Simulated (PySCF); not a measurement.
Input file for PySCF: R-MP2/6-31G* on HCl (SMILES Cl) with ghost functions.

```python
from pyscf import gto, scf, dft, mp
from pyscf.data.elements import chemcore

mol = gto.M(
    atom='''
    Cl    0.30878794   -0.48083887    0.00354407
    H     0.19250176   -0.28751925    1.27725835
    ghost-C   -0.59402337    0.36381019    3.45879245
    ghost-C    0.56243093   -0.25604917    3.65971911
    ghost-H   -1.53441648   -0.17386344    3.45266854
    ghost-H   -0.64557846    1.43363256    3.29656835
    ghost-H    1.50245572    0.28222281    3.66964498
    ghost-H    0.61365976   -1.32524551    3.82593073
    ''',
    basis='6-31g*',
    cart=True,
    charge=0, spin=0, verbose=3, max_memory=1800)
mf = scf.RHF(mol)
mf.conv_tol = 1e-8
mf.max_cycle = 100
mf.kernel()
if not mf.converged:
    mf = mf.newton().run(mf.mo_coeff, mf.mo_occ)
pt = mp.MP2(mf, frozen=chemcore(mol)).run()
```

Predict the final total energy.

-460.1929 hartree.
